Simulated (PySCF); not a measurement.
## IMoN: from structure and modes to constants

These are results of PySCF, UPBE0, basis Mo def2-TZVP with ECP28, N def2-TZVP, I def2-TZVP with ECP28 (scalar-relativistic core potentials, no spin–orbit coupling, density fitting), not measurements.

The triplet minimum has Cs symmetry. Masses (u): Mo 97.90541, N 14.00307, I 126.90447.

```xyz
3
charge 0 multiplicity 3, angstrom
Mo   -1.1161    0.0000   -0.7948
N    -2.4909    0.0000    0.0444
I     1.1362    0.0000    0.6084
```

Harmonic wavenumbers (cm⁻¹): 129.7 (a', ×1), 231.1 (a', ×1), 1151.5 (a', ×1).

Task: What is the harmonic zero-point energy?

Result: Half the sum of all 3 wavenumbers, 1512/2 = 756 cm⁻¹, which is 9.0 kJ/mol (1 cm⁻¹ = 0.0119627 kJ/mol).

Task: Give the standard entropy (298.15 K, 1 bar) by its translational, rotational, vibrational and spin parts, and Cp.

Result: Sackur–Tetrode with M = 238.81 u gives 177.1; rotation with symmetry number 1 gives 112.7; vibration 20.4; spin R ln 3 = 9.1. The total is 319.4 J/(mol K), and Cp = 4 R + 16.6 = 49.8 J/(mol K).

This need not be the most stable arrangement of these atoms. Open d and f shells are described by one determinant, and the ground state may have another occupation or spin. With an element this heavy the missing spin–orbit coupling can shift these numbers.
